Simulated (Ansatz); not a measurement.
## Worked example: C2H7BO → CH4BO + CH3

Species: C2H7BO `CBOC`, singlet; CH4BO `[BH]OC`, doublet; CH3 (methyl radical) `[CH3]`, doublet. 

Shapes, held fixed at every level: PBE0-D4/def2-TZVP. Flexible molecules stand in one conformer, not always the lowest. Programs: Ansatz 0.2.0. The zero-point and thermal change to 298 K, harmonic and unscaled (PBE0-D4/def2-TZVP), is -19.5 kJ/mol.

At CCSD(T)/CBS estimate; 1 Eh = 2625.50 kJ/mol:

| species | energy (Eh) |
| --- | --- |
| C2H7BO | -180.326254 |
| CH4BO | -140.368088 |
| CH3 | -39.782177 |

Work out ΔH(298 K) of the reaction at this level.


1. Products less reactants: (-140.368088) + (-39.782177) − [(-180.326254)] = 0.175989 Eh = +462.1 kJ/mol.
2. With the thermal change: +462.1 + (-19.5) = +442.6 kJ/mol.

Other levels give +320.2 (HF/def2-TZVPP) to +450.1 kJ/mol (wB97M-V/def2-TZVPP). No measured value is set beside it here. Open shells run unrestricted unless RO is named. The CBS estimate extrapolates MP2 from def2-TZVPP and def2-QZVPP and adds CCSD(T) − MP2 in the triple-zeta set, cores frozen.
